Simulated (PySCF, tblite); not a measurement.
Species: C₈H₁₀S.
SMILES with atom numbers: `[CH2:1]=[CH:2][c:3]1[s:4][cH:5][cH:6][c:7]1[CH2:8][CH3:9]` (hydrogens: H10, H11 on C1; H12 on C2; H13 on C5; H14 on C6; H15, H16 on C8; H17, H18, H19 on C9)

Structure optimised with GFN2-xTB, isolated species.

Q: What internal coordinates does the optimisation give?

A: 
| bond | length (Å) | order |
| --- | --- | --- |
| C1=C2 | 1.330 | double |
| C2–C3 | 1.438 | single |
| C3–S4 | 1.742 | aromatic |
| S4–C5 | 1.715 | aromatic |
| C5–C6 | 1.358 | aromatic |
| C6–C7 | 1.414 | aromatic |
| C7–C8 | 1.502 | single |
| C8–C9 | 1.524 | single |
| C3–C7 | 1.378 | aromatic |
| C1–H10 | 1.076 | single |
| C1–H11 | 1.077 | single |
| C2–H12 | 1.082 | single |
| C5–H13 | 1.072 | single |
| C6–H14 | 1.074 | single |
| C8–H15, C8–H16 | 1.095 | single |
| C9–H17, C9–H18, C9–H19 | 1.088 | single |

Bonds in one row agree within 0.01 Å and their mean is given. Orders are formal, as drawn. A selection of angles:
| angle | degrees |
| --- | --- |
| C1–C2–C3 | 125.0 |
| C2–C3–S4 | 121.1 |
| C2–C3–C7 | 127.6 |
| S4–C3–C7 | 111.2 |
| C3–S4–C5 | 91.1 |
| S4–C5–C6 | 112.4 |
| C5–C6–C7 | 113.2 |
| C6–C7–C8 | 124.9 |
| C3–C7–C6 | 112.1 |
| C3–C7–C8 | 123.0 |
| C7–C8–C9 | 114.1 |

Torsions: C1–C2–C3–S4 0° (synperiplanar); C6–C7–C8–C9 -1° (synperiplanar).

The 5-membered ring C3–S4–C5–C6–C7 has internal angles of 91.1° to 113.2° (sum 540°, against 540° for a flat polygon); it is planar, 0.00 Å rms from its mean plane, widest ring torsion 0°. The C–S distances run from 1.715 Å (S4–C5, aromatic) to 1.742 Å (C3–S4, aromatic), a spread of 0.027 Å. The C–C distances run from 1.330 Å (C1=C2, drawn double) to 1.524 Å (C8–C9, drawn single), a spread of 0.194 Å. Of the pairs four or more bonds apart, S4···H11 is among the closest relative to their van der Waals radii: 2.73 Å, 91 % of the sum of Bondi's values. The 9 heavy atoms lie in one plane (0.004 Å rms).

Point group: Cs (every atom within 0.08 Å of its image). Its GFN2-xTB frequencies are all real (lowest 39 cm⁻¹). The numbers are those of one conformer. 3 starts were optimised and ended at 0.00, 0.83 and 0.83 kcal/mol (GFN2-xTB); the lowest of these is shown.

All values are computed, not measured.
